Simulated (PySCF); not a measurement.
Electron correlation in O⁺ (oxygen, charge +1)

[He] 2s1 2p4, 2s spin antiparallel (an excited configuration). All numbers are calculated (PySCF 2.14, scalar relativity by spin-free X2C-1e, in x2c-TZVPPall with one added diffuse shell each of s, p, d type (6s4p3d1f, 40 functions)). Frozen: nothing; 7 electrons correlated.

MP2 pair energies summed by pair of shells (mhartree):

```tsv
pair	energy	share (%)
2s-2p	-95.35	48.0
2p-2p	-83.25	41.9
1s-1s	-12.94	6.5
1s-2p	-5.52	2.8
1s-2s	-1.40	0.7
```

Total MP2 correlation energy: -198.45 mhartree.

Same-spin part -31.02 and opposite-spin part -167.44 mhartree; SCS-MP2 scales them by 1/3 and 6/5 to -211.27 mhartree.

This basis was not built for core-valence correlation, so the inner-shell part is incomplete.
